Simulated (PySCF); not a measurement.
From computed data to an observable: refractive index and permittivity of the vapour

Pb(Br)(SH) (BrHPbS), SMILES [Pb]([Br])[SH] (connectivity only; charge and spin as stated), neutral, multiplicity 1.

Coordinates come from a PBE0-D3(BJ)/def2-SVP optimisation. The def2 effective core potentials stand for the cores of Pb; spin–orbit coupling is left out. Other conformers were not sampled.

CAM-B3LYP/def2-TZVPD (PySCF) gives a mean static polarisability of 93.5 bohr³ and a dipole moment of 4.73 D. Take an ideal gas at 298.15 K and 1 bar, whether or not the substance is that volatile.

Problem. Work out n − 1 in the optical limit and the static ε − 1.

Solution. 
Polarisability volume α' = 93.5 × 0.148185 = 13.86 Å³. Number density N = p/kT = 2.43e-5 Å⁻³.
Dilute limit of Lorentz–Lorenz: n − 1 = 2π N α' = 0.0021.
Orientation term of Debye: μ²/(3kT) = 8.098 Å³ × μ²(D²) = 181.17 Å³.
ε − 1 = 4π N (α' + μ²/3kT) = 0.060. Orientation of the dipole supplies 93 % of the static response; it can't follow optical fields. Vibrational polarisation and dispersion are left out.
